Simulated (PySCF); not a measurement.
**How methods differ on the interval between two levels of V**

V [Ar] 3d3 4s2 [4F9/2, M_J = 9/2] → V [Ar] 3d3 4s1 4p1 [6G13/2, M_J = 13/2], as a difference of total energies. All numbers are calculated (PySCF 2.14, the two-component X2C-1e Hamiltonian, in x2c-TZVPall-2c (6s7p4d1f, 54 functions)). Correlated levels: [Ne] frozen; the 6 highest virtual spinors dropped. "Screened" scales the spin-orbit matrix elements by Boettger's factors to mimic the two-electron term; Breit and QED terms are absent.

```tsv
method	interval between two levels (cm⁻¹)
GHF (spin-free)	8229.2
GMP2 (spin-free)	14387
GHF (screened spin-orbit)	8342.1
GMP2 (screened spin-orbit)	14509
```

The labels give the starting determinants; with spin-orbit coupling the two ends relaxed to ⟨J²⟩ = 24.77, ⟨L²⟩ = 12.01, ⟨S²⟩ = 3.76 and ⟨J²⟩ = 48.77, ⟨L²⟩ = 20.02, ⟨S²⟩ = 8.75.
